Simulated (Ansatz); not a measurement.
Mulliken charges of CH3NOSi, SMILES `N=C1O[SiH2]1` from r2SCAN/def2-TZVPP in Ansatz (PBE0-D4/def2-TZVP geometry).

```
atom   x (Å)   y (Å)   z (Å)  charge (e)
  N1  -1.071  -1.580  -0.416      -0.285
  C2  -0.312  -0.651  -0.079       0.107
  O3   0.759  -0.713   0.784      -0.322
 Si4   0.601   0.880   0.210       0.435
  H5  -1.779  -1.252  -1.067       0.174
  H6   0.186   1.890   1.206      -0.055
  H7   1.677   1.357  -0.683      -0.055
```

Problem. By hand: the dipole of these point charges (1 e Å = 4.8032 D).

Solution. Σ q r = (-0.123, 0.597, -0.265) e Å, of length 0.665 e Å = 3.19 D.

Problem. How does the dipole of the full density compare? (An estimate is asked.)

Solution. Computed: (0.032, 0.746, -0.185) e Å, 3.69 D; the point charges give 0.86 times that, at 16° from its direction.

Point charges leave out the atoms' own dipoles, such as those of lone pairs, and Mulliken's split depends on the basis, so the close match here is no proof of good charges.
